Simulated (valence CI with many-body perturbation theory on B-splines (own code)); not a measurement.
# Tb⁵⁷⁺: electric-dipole lines

Level of theory: valence CI with perturbative core correlation (CI+MBPT): six valence electrons over a frozen Dirac-Fock core [He], a basis of 9 s, 9 p, 8 d, 6 f, 3 g, 1 h functions for each j, with the one-electron correlation potential Σ1 (screened to all orders), the two-electron term Σ2, the three-electron term Σ3, Breit, model QED; selected single and double excitations, second order for the rest, scaled by the run's own slope (own B-spline code, finite nucleus).

No measured spectrum was set against this ion. As an estimate, large intervals hold to a few tenths of a per cent, small ones and those within an open d or f shell to about a per cent. Among the levels kept, up to 2100 cm⁻¹ of a level comes from second order outside the variational space, and about a tenth of that is noise between levels of different J, which matters for small intervals.

Lines 151 to 200 of 204 in falling wavelength, among levels below 7820.6 eV, chosen from the strongest by gf and those to the six lowest levels. Wavelengths and rates use the calculated energies. Electric multipoles are in the length gauge with retardation, E1 and E2 with the static RPA response of the core. Weak lines are less certain than strong ones. Lines between different terms over intervals too small for the method are left out, as are lines whose strength nearly cancels. The highest levels of a list are the least certain.

Levels are named by their leading jj configuration (3d3/2^4 stands for four electrons in 3d with j = 3/2), which in mixed levels can hold well under half, so a name can repeat and another be missing. Letters in brackets count levels of one name in rising energy.

```
λ vac (nm)                               Upper                       Lower   A (s⁻¹)  S (a.u.) with core polarisation  S without
    0.1883  (2s^2 2p1/2 2p3/2^2 3p3/2) J=2 [a]    (2s 2p1/2^2 2p3/2^3) J=2  3.08e+13                         5.07e-04   5.06e-04
    0.1883     (2s^2 2p1/2 2p3/2^2 3s) J=1 [a]    (2s^2 2p1/2 2p3/2^3) J=2  2.08e+13                         2.05e-04   2.05e-04
    0.1882  (2s^2 2p1/2 2p3/2^2 3p3/2) J=2 [c]    (2s 2p1/2^2 2p3/2^3) J=1  1.94e+12                         3.19e-05   3.18e-05
    0.1881  (2s^2 2p1/2 2p3/2^2 3p3/2) J=1 [a]    (2s 2p1/2^2 2p3/2^3) J=2  5.57e+11                         5.48e-06   5.47e-06
    0.1880     (2s^2 2p1/2 2p3/2^2 3s) J=2 [a]    (2s^2 2p1/2 2p3/2^3) J=1  1.61e+13                         2.65e-04   2.64e-04
    0.1880         (2s 2p1/2^2 2p3/2^2 3s) J=0    (2s 2p1/2^2 2p3/2^3) J=1  5.97e+13                         1.96e-04   1.95e-04
    0.1880  (2s^2 2p1/2 2p3/2^2 3p3/2) J=1 [c]    (2s 2p1/2^2 2p3/2^3) J=1  1.47e+12                         1.44e-05   1.44e-05
    0.1879         (2s^2 2p1/2 2p3/2^2 3s) J=3    (2s^2 2p1/2 2p3/2^3) J=2  2.06e+13                         4.72e-04   4.71e-04
    0.1878  (2s^2 2p1/2 2p3/2^2 3p3/2) J=3 [b]    (2s 2p1/2^2 2p3/2^3) J=2  9.58e+11                         2.19e-05   2.19e-05
    0.1877     (2s^2 2p1/2 2p3/2^2 3s) J=1 [a]    (2s^2 2p1/2 2p3/2^3) J=1  1.04e+14                         1.02e-03   1.02e-03
    0.1877     (2s^2 2p1/2 2p3/2^2 3s) J=2 [b]    (2s^2 2p1/2 2p3/2^3) J=2  1.10e+14                         1.79e-03   1.79e-03
    0.1876         (2s^2 2p1/2^2 2p3/2 3s) J=2  (2s^2 2p1/2^2 2p3/2^2) J=2  5.94e+13                         9.68e-04   9.66e-04
    0.1874  (2s^2 2p1/2 2p3/2^2 3p3/2) J=1 [b]    (2s 2p1/2^2 2p3/2^3) J=2  4.10e+11                         3.99e-06   3.99e-06
    0.1873         (2s^2 2p1/2^2 2p3/2 3s) J=1  (2s^2 2p1/2^2 2p3/2^2) J=2  9.99e+13                         9.72e-04   9.70e-04
    0.1872     (2s^2 2p1/2 2p3/2^2 3s) J=2 [b]    (2s^2 2p1/2 2p3/2^3) J=1  1.58e+13                         2.55e-04   2.54e-04
    0.1871     (2s 2p1/2^2 2p3/2^2 3s) J=1 [a]    (2s 2p1/2^2 2p3/2^3) J=2  5.08e+13                         4.93e-04   4.92e-04
    0.1868  (2s^2 2p1/2 2p3/2^2 3p3/2) J=2 [b]    (2s 2p1/2^2 2p3/2^3) J=2  5.57e+10                         8.97e-07   8.99e-07
    0.1866     (2s^2 2p1/2 2p3/2^2 3s) J=1 [b]    (2s^2 2p1/2 2p3/2^3) J=2  5.11e+13                         4.91e-04   4.91e-04
    0.1864     (2s 2p1/2^2 2p3/2^2 3s) J=2 [b]    (2s 2p1/2^2 2p3/2^3) J=2  3.55e+12                         5.68e-05   5.67e-05
    0.1863     (2s 2p1/2^2 2p3/2^2 3s) J=1 [b]    (2s 2p1/2^2 2p3/2^3) J=2  3.91e+12                         3.75e-05   3.74e-05
    0.1862  (2s^2 2p1/2 2p3/2^2 3p3/2) J=2 [c]    (2s 2p1/2^2 2p3/2^3) J=2  1.62e+12                         2.58e-05   2.58e-05
    0.1862         (2s^2 2p1/2 2p3/2^2 3s) J=0    (2s^2 2p1/2 2p3/2^3) J=1  6.31e+13                         2.01e-04   2.00e-04
    0.1861     (2s^2 2p1/2 2p3/2^2 3s) J=1 [b]    (2s^2 2p1/2 2p3/2^3) J=1  1.03e+13                         9.81e-05   9.79e-05
    0.1860  (2s^2 2p1/2 2p3/2^2 3p3/2) J=1 [c]    (2s 2p1/2^2 2p3/2^3) J=2  2.30e+13                         2.19e-04   2.19e-04
    0.1779      (2s 2p1/2^2 2p3/2^2 3p1/2) J=2    (2s^2 2p1/2 2p3/2^3) J=2  7.93e+10                         1.10e-06   1.10e-06
    0.1779      (2s 2p1/2^2 2p3/2^2 3p1/2) J=3    (2s^2 2p1/2 2p3/2^3) J=2  5.51e+10                         1.07e-06   1.07e-06
    0.1775      (2s 2p1/2^2 2p3/2^2 3p1/2) J=2    (2s^2 2p1/2 2p3/2^3) J=1  7.10e+11                         9.80e-06   9.80e-06
    0.1773      (2s^2 2p1/2^2 2p3/2 3d3/2) J=1  (2s^2 2p1/2^2 2p3/2^2) J=0  6.96e+13                         5.74e-04   5.75e-04
    0.1770      (2s^2 2p1/2 2p3/2^2 3d3/2) J=1    (2s^2 2p1/2 2p3/2^3) J=2  3.26e+13                         2.68e-04   2.68e-04
    0.1770      (2s^2 2p1/2 2p3/2^2 3d3/2) J=2    (2s^2 2p1/2 2p3/2^3) J=2  1.36e+13                         1.86e-04   1.86e-04
    0.1768      (2s^2 2p1/2 2p3/2^2 3d3/2) J=3    (2s^2 2p1/2 2p3/2^3) J=2  1.54e+13                         2.94e-04   2.94e-04
    0.1765      (2s^2 2p1/2 2p3/2^2 3d3/2) J=1    (2s^2 2p1/2 2p3/2^3) J=1  2.51e+13                         2.04e-04   2.05e-04
    0.1765      (2s^2 2p1/2 2p3/2^2 3d3/2) J=2    (2s^2 2p1/2 2p3/2^3) J=1  1.04e+13                         1.41e-04   1.41e-04
    0.1765      (2s^2 2p1/2 2p3/2^2 3d3/2) J=0    (2s^2 2p1/2 2p3/2^3) J=1  1.90e+14                         5.17e-04   5.17e-04
    0.1763      (2s^2 2p1/2^2 2p3/2 3d3/2) J=2  (2s^2 2p1/2^2 2p3/2^2) J=2  6.46e+13                         8.74e-04   8.74e-04
    0.1761      (2s^2 2p1/2^2 2p3/2 3d3/2) J=3  (2s^2 2p1/2^2 2p3/2^2) J=2  7.26e+12                         1.37e-04   1.37e-04
    0.1760      (2s^2 2p1/2^2 2p3/2 3d3/2) J=1  (2s^2 2p1/2^2 2p3/2^2) J=2  1.56e+14                         1.26e-03   1.26e-03
    0.1752      (2s^2 2p1/2^2 2p3/2 3d5/2) J=1  (2s^2 2p1/2^2 2p3/2^2) J=0  8.05e+14                         6.41e-03   6.42e-03
    0.1746      (2s^2 2p1/2^2 2p3/2 3d5/2) J=2  (2s^2 2p1/2^2 2p3/2^2) J=2  5.91e+14                         7.75e-03   7.76e-03
    0.1742      (2s^2 2p1/2^2 2p3/2 3d5/2) J=3  (2s^2 2p1/2^2 2p3/2^2) J=2  1.31e+15                         2.39e-02   2.39e-02
    0.1740      (2s^2 2p1/2^2 2p3/2 3d5/2) J=1  (2s^2 2p1/2^2 2p3/2^2) J=2  6.66e+13                         5.20e-04   5.20e-04
    0.1692     (2s^2 2p1/2 2p3/2^2 3s) J=1 [a]  (2s^2 2p1/2^2 2p3/2^2) J=0  2.65e+11                         1.90e-06   1.90e-06
    0.1683     (2s^2 2p1/2 2p3/2^2 3s) J=2 [a]  (2s^2 2p1/2^2 2p3/2^2) J=2  1.35e+13                         1.58e-04   1.58e-04
    0.1681     (2s^2 2p1/2 2p3/2^2 3s) J=1 [a]  (2s^2 2p1/2^2 2p3/2^2) J=2  2.88e+13                         2.02e-04   2.02e-04
    0.1679     (2s^2 2p1/2 2p3/2^2 3s) J=1 [b]  (2s^2 2p1/2^2 2p3/2^2) J=0  2.50e+13                         1.75e-04   1.74e-04
    0.1678         (2s^2 2p1/2 2p3/2^2 3s) J=3  (2s^2 2p1/2^2 2p3/2^2) J=2  2.14e+13                         3.48e-04   3.47e-04
    0.1676     (2s^2 2p1/2 2p3/2^2 3s) J=2 [b]  (2s^2 2p1/2^2 2p3/2^2) J=2  1.24e+13                         1.44e-04   1.44e-04
    0.1667     (2s^2 2p1/2 2p3/2^2 3s) J=1 [b]  (2s^2 2p1/2^2 2p3/2^2) J=2  2.88e+11                         1.98e-06   1.98e-06
    0.1601      (2s^2 2p1/2 2p3/2^2 3d3/2) J=1  (2s^2 2p1/2^2 2p3/2^2) J=0  1.06e+13                         6.45e-05   6.46e-05
    0.1598      (2s 2p1/2^2 2p3/2^2 3p1/2) J=2  (2s^2 2p1/2^2 2p3/2^2) J=2  1.57e+14                         1.58e-03   1.58e-03
```
